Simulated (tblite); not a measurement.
A tight-binding relaxation on `[CH3][Ge@H]1[CH2]OC(=O)[CH2][GeH2]1`.

Computed with GFN2-xTB geometry optimisation, gas phase (tblite 0.8.0). Start geometry: from a force field or distance geometry. The command runs a driver script over a list of jobs; the input below is this job's line of settings and its coordinates in Å.

Command:
```bash
OMP_NUM_THREADS=1 python probes_run.py task.json out
```

Input:
```
{"job": {"kind": "relax", "xc": "GFN2-xTB", "basis": "xTB"}, "charge": 0, "multiplicity": 1}
C      2.354900    -0.763900    -0.187900
Ge     1.095500     0.410300     0.693200
C      0.319700     1.742300    -0.463800
O     -1.029600     1.560100    -0.792000
C     -1.704600     0.439300    -1.148100
O     -2.165400     0.243900    -2.352000
C     -1.976400    -0.654400    -0.210300
Ge    -0.817300    -0.896400     1.284200
H      1.788400    -1.597700    -0.650900
H      3.093800    -1.184500     0.546700
H      2.878200    -0.201800    -0.973300
H      1.739700     1.060400     1.948800
H      0.277200     2.656100     0.194500
H      0.976200     1.842700    -1.348100
H     -1.911700    -1.570300    -0.820000
H     -2.995700    -0.445900     0.195800
H     -1.474500    -0.244200     2.546900
H     -0.457100    -2.389600     1.524600
```

**Question.** Estimate the output.

**Answer.** 
```
step      E/eV     max force
  0    -696.09136    5.631
  1    -696.54585    5.118
  2    -696.76370    1.095
  3    -696.85286    0.836
  4    -696.94165    0.480
  5    -696.96427    0.457
  6    -696.99633    0.312
  7    -697.01207    0.310
  8    -697.02948    0.333
  9    -697.04495    0.298
... (103 lines left out)
113    -697.81911    0.028
114    -697.81917    0.021
115    -697.81922    0.016
116    -697.81929    0.016
117    -697.81933    0.016
118    -697.81938    0.015
119    -697.81941    0.014
120    -697.81945    0.013
121    -697.81947    0.012
122    -697.81949    0.008
```

«max force» is the largest atomic force in eV/Å.

**Question.** From which step on does the largest force stay under 0.1 eV/Å, and how much energy is left to gain from there?

**Answer.** From step 66 (0.061 eV/Å), 15.4 meV above the end.

In short: energy lowered by 39.9 kcal/mol over 122 steps; largest atomic force 0.008 eV/Å at the end.

**Question.** How long does this job take on one thread, Arm Neoverse N1 (aarch64), shared host?

**Answer.** About 1.7 s.
Labels such as C1 count atoms from 1, the log's own numbers from 0.
